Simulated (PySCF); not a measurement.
SMILES [GeH3][CH2][CH2][GeH3] (C2H10Ge2) (PBE0/def2-SVP optimised geometry):

```
14

Ge    -1.391    -1.599    -4.513
C     -0.727    -0.672    -2.911
C     -1.188    -1.310    -1.602
Ge    -0.522    -0.386     0.000
H     -0.890    -0.907    -5.797
H     -2.933    -1.601    -4.514
H     -0.902    -3.062    -4.511
H      0.374    -0.652    -2.974
H     -1.056     0.378    -2.977
H     -2.289    -1.329    -1.537
H     -0.861    -2.362    -1.536
H      1.021    -0.386     0.000
H     -1.021    -1.078     1.284
H     -1.009     1.078     0.000
```

Computed with PBE0/def2-TZVP in PySCF.

Problem. What are the frontier orbital energies and the dipole moment?

Solution. HOMO-2 -9.25 eV, HOMO-1 -9.24 eV, HOMO -7.70 eV, LUMO 0.50 eV, LUMO+1 1.09 eV; dipole moment 0.00 D.

Meta-Löwdin charges at PBE0/def2-TZVP: Ge1 0.35, C2 -0.39, C3 -0.39, Ge4 0.35, H5 -0.06, H6 -0.07, H7 -0.07, H8 0.12, H9 0.12, H10 0.12, H11 0.12, H12 -0.07, H13 -0.06, H14 -0.07.
